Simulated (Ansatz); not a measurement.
Molecule: C₂H₆BO₂ (charge 0, doublet). It need not be the lowest isomer of its formula. SMILES: [CH2]OBOC
Structure (B3LYP-D3(BJ)/def2-TZVP (Ansatz, a first-principles code) minimum search):
```xyz
11

B      0.0426     0.7522    -0.0293
O      1.3972     0.5489    -0.0550
C      1.9805    -0.6739    -0.0233
O     -0.7962    -0.3071     0.0311
C     -2.2088    -0.1535     0.0601
H     -0.3453     1.8789    -0.0622
H      3.0569    -0.6751    -0.0498
H      1.3656    -1.5586     0.0250
H     -2.6378    -0.6714    -0.7984
H     -2.5942    -0.6047     0.9750
H     -2.4961     0.8995     0.0275
```
Charge 0, spin multiplicity 2.

Quantity: atomisation energy (electronic, to ground-state atoms), in kcal/mol. Valence correlation only, unless marked. Open shells are spin-unrestricted. No spin-orbit coupling. Non-relativistic. The coupled-cluster limit lacks core correlation, which all-electron functionals hold. CBS marks a two-point X^-3 extrapolation of the correlation energy; Hartree-Fock from the larger set. The bracket is a focal-point correction in the basis named.

| level | program | atomisation energy (kcal/mol) |
|---|---|---|
| HF/cc-pVQZ | Ansatz | 775.2 |

Problem. Estimate the value at RI-MP2/CBS(cc-pVTZ,cc-pVQZ)+[CCSD(T)-MP2]/cc-pVTZ as computed with Ansatz.

Solution. 1043.8 kcal/mol, so HF/cc-pVQZ differs from it by -268.6 kcal/mol.
